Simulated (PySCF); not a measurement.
# Excitation energy of Pb by level of theory

Pb [Xe] 4f14 5d10 6s2 6p2 (3P) → Pb [Xe] 4f14 5d10 6s2 6p1 6d1 (high-spin determinant), as a difference of total energies. Computed with PySCF 2.14 in aug-cc-pVTZ-DK3 (9s8p6d3f, 84 functions), with scalar relativity by spin-free X2C-1e. Correlated levels: valence: [Xe] 4f14 5d10 frozen. The calculations carry no spin-orbit coupling.

```json
{"method": "UHF", "excitation energy (eV)": "5.440"}
{"method": "LDA", "excitation energy (eV)": "5.290"}
{"method": "PBE0", "excitation energy (eV)": "5.250"}
{"method": "TPSS", "excitation energy (eV)": "5.120"}
{"method": "BLYP", "excitation energy (eV)": "4.999"}
{"method": "MP2 (valence)", "excitation energy (eV)": "5.508"}
{"method": "SCS-MP2 (valence)", "excitation energy (eV)": "5.492"}
```

Estimate what PBE gives.

5.059 eV, closest to BLYP among the rows shown.

Estimate what r2SCAN gives.

5.398 eV, closest to UHF among the rows shown.

Spin-orbit coupling is strong in these open shells (close to jj coupling). The scalar numbers leave it out and a first-order estimate fails, so it can dominate the gap to the real levels.

The promoted electron is Rydberg-like, and one or two diffuse shells describe it only roughly, which tends to raise the upper state.

The determinant of the upper state mixes LS terms, which raises its energy above the lowest term, most at the Hartree-Fock and MP2 levels.
